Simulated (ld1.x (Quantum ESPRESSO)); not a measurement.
Results of a calculation; reference values are marked as such.
## Pseudopotentials across the periodic table

Generated with ld1.x 7.5 (TM, RRKJ, ultrasoft, PAW), atompaw 4.2 or ONCVPSP 4.0.1. The cutoff is in Ry: for ld1.x and atompaw files where the sum of valence levels is converged to 10 mRy in a Bessel basis, for ONCV files where the hardest occupied wave has 1 mHa per electron of residual kinetic energy. The error is the largest all-electron minus pseudo excitation energy over each file’s own four to seven test configurations (ionisations up to +4, promotions, holes and added fractions of an electron), all of which were solved. The labels leave out finer settings (local radius, basis sizes, second energies), which also bear on the numbers. Spin-polarised tests are not counted. The rows are a selection from randomly drawn settings: files with unsolved tests, undetermined cutoffs or missed reference levels are left out.

A true bound ghost makes a file unfit for plane-wave use even where its test errors are small: the radial tests pick states by their node count and pass the ghost by.

| element | potential | cutoff (Ry) | largest error (meV) | bound ghosts |
| --- | --- | --- | --- | --- |
| B | ultrasoft, BLYP, scalar-relativistic, rc 1.85/1.90 (sp), local smoothed, core correction yes, reference 2s2 2p1 | 15 | +6.3 | none |
| Si | TM, PBE, scalar-relativistic, rc 1.45/2.00 (sp), local p, core correction no, reference 3s2 3p1 | 30 | +67 | none |
| As | ultrasoft, revPBE, scalar-relativistic, rc 1.70/2.15 (sp), local smoothed, core correction yes, reference 4s2 4p3 | 12 | -469 | none |
| Ba | PAW, PBE, scalar-relativistic, rc 3.00/2.70/4.25 (spd), local smoothed, core correction yes, reference 5s2 5p6 5d0 6s1.5 6p0 | 10 | +12 | none |
| Ba | RRKJ, revPBE, scalar-relativistic, rc 3.75/4.20/4.20 (spd), local s, core correction no, reference 5d0 6s1 6p0 | 6 | +760 | none |
| Au | TM, LDA (PZ), scalar-relativistic, rc 1.90/3.15/1.30 (spd), local smoothed, core correction yes, reference 5d10 6s1 6p0 | 60 | -240 | none |

Question: Fill in the row for Re: TM, LDA (PZ), fully relativistic, rc 2.05/1.80/1.55 (spd), local s, core correction yes, reference 5p6 5d5 6s2 6p0.

Answer: cutoff 45 Ry, largest error -1229 meV, bound ghosts: none.

Question: Fill in the row for Cu: PAW, PBE, scalar-relativistic, rc 1.10/1.65/1.50 (spd), local smoothed, core correction yes, reference 3s2 3p6 3d10 4s1 4p0.

Answer: cutoff 60 Ry, largest error +35 meV, bound ghosts: none.

Question: Fill in the row for Sn: PAW, PBEsol, scalar-relativistic, rc 2.30/2.65 (sp), local smoothed, core correction yes, reference 5s2 5p1.

Answer: cutoff 6 Ry, largest error -318 meV, bound ghosts: d.
